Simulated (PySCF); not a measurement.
**Ionisation energy of Sn by level of theory**

Sn [Kr] 4d10 5s2 5p2 (3P) → Sn⁺ [Kr] 4d10 5s2 5p1 (2P), as a difference of total energies. Computed with PySCF 2.14 in aug-cc-pVDZ-PP with ECP28MDF (5s4p3d, 32 functions), with a scalar-relativistic core potential. Correlated levels: valence: 4s2 4p6 4d10 frozen. The calculations carry no spin-orbit coupling.

```csv
method,ionisation energy (eV)
UHF,6.858
LDA,7.416
PBE,7.265
PBE0,7.310
r2SCAN,7.410
PW91,7.317
M06-2X,7.176
TPSS,7.249
BLYP,7.084
MP2 (valence),7.087
SCS-MP2 (valence),7.027
```

Task: How much does correlation contribute at MP2 (valence)?

Result: 7.087 − (6.858) = 0.229 eV, measured against UHF.

Errors of the correlated levels include the incompleteness of this basis and the frozen core.

For comparison: 7.389 eV (measured; NIST levels, between the centres of gravity of the two terms).
